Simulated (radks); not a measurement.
Q: These are the eigenvalues of the occupied orbitals of an atom or ion with whole-number occupations (eV). Calculated with a radial shooting solver on a logarithmic mesh with Libxc functionals: non-relativistic Kohn-Sham, exchange-only B88, spin-polarised, spherical densities, point nucleus.

orbital  eigenvalue
1s        -34241.06
2s        -5232.756
2p        -4931.594
3s        -1089.284
3p        -961.1248
3d        -722.5468
4s        -207.1349
4p        -160.9988
4d         -81.2477
5s         -28.7159
5p         -17.5663

Which element is it, and in what charge state? The configuration may be excited. Open shells, if any, are filled with parallel spins first.

A: Z = 55, caesium, charge +1: Cs+ in [Xe]. The list shows which subshells hold electrons but not how many an open one holds; the 1s level, -1258.3 hartree, gives Z - s = 50.2 by -(Z - s)^2/2, which with screening narrows Z to a few neighbours, and the depths of the outer levels then fix element, charge and occupations together.
